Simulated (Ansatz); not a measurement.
Reaction (hydrogenolysis of a C–I bond): `[SiH3]C1(I)B[SiH2]1` + H₂ → `[SiH3]C1B[SiH2]1` + HI

Computed with Ansatz on PBE0-D4/def2-TZVP structures; ΔE is electronic, products minus reactants. CCSD(T)/CBS adds triple-zeta CCSD(T) − MP2 to the extrapolated MP2 energy (def2 sets, frozen cores). This one scheme is used for every species. Functionals use def2-TZVPP. def2 core potentials past Kr. For I outer-core shells are correlated without core-valence functions, which leaves a few kJ/mol of doubt a bond.

`[SiH3]C1(I)B[SiH2]1`:

Cartesian coordinates in Å:
```
Si 1.037 0.551 -0.957
C -0.566 -0.222 -0.328
I -1.408 -1.261 -1.999
B -1.364 0.605 0.626
Si -0.165 -0.671 1.492
H 1.945 -0.526 -1.418
H 1.691 1.331 0.127
H 0.717 1.464 -2.081
H -2.395 1.188 0.662
H -0.772 -1.889 2.082
H 1.280 -0.570 1.793
```

H₂:

Cartesian coordinates in Å:
```
H 0.024 0.247 0.279
H -0.024 -0.247 -0.279
```

`[SiH3]C1B[SiH2]1`:

Cartesian coordinates in Å:
```
Si 0.221 -1.436 -0.431
C -0.525 -0.030 0.554
B -1.192 1.096 -0.198
Si 0.660 1.448 0.251
H 1.326 -2.074 0.331
H -0.825 -2.460 -0.699
H 0.741 -0.947 -1.734
H -0.973 -0.473 1.447
H -2.297 1.490 -0.385
H 1.858 1.035 -0.513
H 1.005 2.350 1.378
```

HI:

Z-matrix (Å, degrees):
```
I
H 1 1.610
```

CCSD(T)/CBS gives -11.5 kcal/mol.

Task: Another level gave -9.8 kcal/mol. Which?
A. CAM-B3LYP/def2-TZVPP
B. LDA (SPW92)/def2-TZVPP
C. CCSD/def2-TZVPP
D. MP2/def2-TZVPP

Result: D. MP2/def2-TZVPP -9.8, CAM-B3LYP -18.5, LDA (SPW92) -13.6, CCSD/def2-TZVPP -15.7 kcal/mol.

Task: What do rigid-rotor, harmonic-oscillator terms from PBE0-D4/def2-TZVP frequencies (298.15 K, 1 bar) make of the CCSD(T)/CBS value? (An estimate is asked.)

Result: Computed: ΔZPE = +2.8 kcal/mol, ΔH = -9.5 kcal/mol, ΔS = 26 J/(mol·K), ΔG = -11.4 kcal/mol.

Largest T1 diagnostic among the species: 0.014.

Leaving LDA and LC-ωPBE aside and taking each functional with its dispersion term where it has one, the values, not all of them listed here, spread over 6.2 kcal/mol, from CAM-B3LYP-D4 to revPBE-D4. At CCSD(T), def2-SVP lies −5.4 kcal/mol from the extrapolated value and def2-TZVPP −1.8 kcal/mol. The D4 term adds +4.1 kcal/mol with B3LYP and +2.2 kcal/mol with PBE0; it sums over pairs of atoms, weighted by their polarisabilities, and B3LYP, whose exchange is more repulsive, gets the larger term.

B3LYP here is the variant with VWN-RPA as its local correlation; programs differ in this.
